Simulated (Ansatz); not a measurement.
## AlF3 (SMILES F[Al](F)F): methods side by side

The species is AlF3 (4 atoms), meant as a singlet with charge 0. SMILES: `F[Al](F)F`. Geometry: optimised at wB97X-V/def2-SVP.

```xyz
4

F     0.8684   -0.7301    1.1923
Al   -0.0002    0.0002    0.0003
F    -1.4556   -0.6189   -0.4549
F     0.5874    1.3489   -0.7377
```

Quantity: the dissociation energy of the F3–Al2 bond into doublet F and doublet AlF2 (shapes relaxed at wB97X-V/def2-SVP, no zero-point term), in eV. The values are calculated.

| level | kind | program | value (eV) |
| --- | --- | --- | --- |
| HF/def2-TZVPP | Hartree–Fock | Ansatz | 5.03 |
| SVWN5/def2-TZVPP | LDA | Ansatz | 7.44 |
| PBE/def2-TZVPP | GGA | Ansatz | 6.62 |
| r2SCAN/def2-TZVPP | meta-GGA | Ansatz | 6.59 |
| B3LYP/def2-TZVPP | global hybrid | Ansatz | 6.55 |
| CAM-B3LYP/def2-TZVPP | range-separated hybrid | Ansatz | 6.67 |
| B2PLYP/def2-TZVPP | double hybrid | Ansatz | 6.67 |
| RPA@PBE/def2-TZVPP | RPA | Ansatz | 6.15 |

The values span 5.03 to 7.44 eV. Hartree–Fock misses the correlation of the electron pair that is broken and comes out low. Measured bond enthalpies also hold zero-point and thermal terms, a few tenths of an eV less.
